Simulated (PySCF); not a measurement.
**Simulated absorption spectrum**

WNF3 (singlet state).
Geometry (PBE0-D3(BJ)/def2-SVP, Å), atoms numbered from 1 in this order:
```
atom  x, y, z in Å
W1    -0.0003   -0.0001   -0.0674
N2     0.0107    0.0000    1.5832
F3     1.8041   -0.0185   -0.5160
F4    -0.8905    1.5741   -0.5011
F5    -0.9239   -1.5555   -0.4988
```

Level of theory: TDDFT CAM-B3LYP/def2-SVPD, vertical, gas phase, core orbitals frozen in the response, def2 core potentials past Kr in PySCF 2.14.0, density-fitted response routines. Spin–orbit coupling is left out.

Each state is given a Gaussian of 0.25 eV full width at half maximum, with ε(max) = 2.175×10⁸ f / Δν̃ (Δν̃ the width in cm⁻¹). The width is an assumption, not a result. The curve ends short of the highest state used, and states not computed would add to its high-energy end.

(λ (nm), ε (L mol⁻¹ cm⁻¹)): (197.0, 0), (200.9, 0), (204.7, 0), (208.5, 0), (212.3, 0), (216.2, 0), (220.0, 0), (223.8, 1), (227.6, 10), (231.5, 92), (235.3, 378), (239.1, 811), (242.9, 973), (246.7, 699), (250.6, 313), (254.4, 95), (258.2, 20), (262.0, 3), (265.9, 0), (269.7, 0), (273.5, 0), (277.3, 0), (281.2, 0), (285.0, 0)

**Question.** Locate the maxima and give the states behind the curve.

**Answer.** 242 nm (5.12 eV), ε about 980, made up of S6 (83%) (ε in L mol⁻¹ cm⁻¹; maxima over ε = 5, shares over 10%). At its high-energy end, 6.29 eV, the curve is still rising (ε about 4.9e-05, from S8 and S9). The states used: S1 4.73 eV (f 0.0000); S2 5.05 eV (f 0.0008); S3 5.05 eV (f 0.0008); S4 5.05 eV (f 0.0002); S5 5.06 eV (f 0.0001); S6 5.13 eV (f 0.0076); S7 6.56 eV (f 0.0000); S8 6.89 eV (f 0.0022); S9 6.89 eV (f 0.0020).

**Question.** Coming from long wavelengths, where does ε first pass 100 L mol⁻¹ cm⁻¹?

**Answer.** At about 254 nm (4.88 eV), 0.15 eV above S1.

**Question.** What would ε be at 5.12 eV, the highest of these maxima, with half the width (0.125 eV)?

**Answer.** About 1770 L mol⁻¹ cm⁻¹ against 980, a factor of about 1.8; a lone state at its own centre would give exactly 2.

**Question.** On this curve, what absorbance would a 10⁻³ mol/L sample give at 248 nm over a 1 cm path?

**Answer.** 248 nm is 4.999 eV, where ε is about 560 L mol⁻¹ cm⁻¹, so A = ε c l ≈ 0.56 (Beer–Lambert, with the gas-phase spectrum and the assumed width).

All these states lie below the vertical ionisation energy of 12.03 eV (ΔSCF).
